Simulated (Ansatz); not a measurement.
Reaction (substitution at a C–C bond): `CC(F)(F)Cl` + `[NH2][Al]([NH2])[OH]` → `C[O][Al]([NH2])[NH2]` + `FC(F)Cl`

Program: Ansatz. Geometries: PBE0-D4/def2-TZVP. ΔE: electronic, gas phase. CBS: MP2 limit from def2 TZ/QZ plus the TZ coupled-cluster correction, frozen cores. This one scheme is used for every species. DFT in def2-TZVPP. One conformer a species, not always the lowest.

CCSD(T)/CBS gives +93.9 kJ/mol.

Q: Another level gave +82.7 kJ/mol. Which?
A. BLYP-D4/def2-TZVPP
B. RPA@PBE/def2-TZVPP
C. LDA (SPW92)/def2-TZVPP
D. SCS-MP2/def2-TZVPP

A: B. RPA@PBE/def2-TZVPP 82.7, LDA (SPW92) 93.8, SCS-MP2/def2-TZVPP 88.4, BLYP-D4 78.7 kJ/mol.

Largest T1 diagnostic among the species: 0.011.

Leaving LDA and LC-ωPBE aside and taking each functional with its dispersion term where it has one, the values, not all of them listed here, spread over 12.9 kJ/mol, from BLYP-D4 to r2SCAN0-D4. LDA lies +9.7 kJ/mol from PBE without D4. From BLYP to BHLYP (50 % exact exchange), in def2-TZVPP and without D4, ΔE moves by +5.5 kJ/mol.
